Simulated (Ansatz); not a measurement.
Molecule: C2H7BO (charge 0, singlet). 
Coordinates optimised at B3LYP-D3(BJ)/def2-TZVP (Ansatz, a first-principles code):
SMILES: CB(C)O
```xyz
11

C      1.1177    -1.0752     0.0003
B      0.0332     0.0619    -0.0227
C     -1.4653    -0.2033     0.3947
O      0.4457     1.3010    -0.4268
H      0.7429    -2.0038    -0.4391
H      2.0414    -0.7926    -0.5061
H      1.3686    -1.3185     1.0395
H     -1.5281    -0.7936     1.3129
H     -2.0640     0.7017     0.5318
H     -1.9560    -0.8047    -0.3791
H     -0.2512     1.9653    -0.4027
```
Charge 0, spin multiplicity 1.

Parts of the frozen-core correlation energy in aug-cc-pVDZ (Ansatz, hartree). Frozen orbitals: 4; correlated occupied orbitals by spin: 12 and 12; virtual: 139 and 139. Spin-orbit coupling is left out. Non-relativistic.

```
term                            value
-------------------------  ----------
reference (HF)             -179.45306
MP2 opposite-spin            -0.45015
MP2 same-spin                -0.14059
CCSD correlation             -0.63568
(T)                          -0.01941
T1 diagnostic                   0.012
largest doubles amplitude       0.009
```
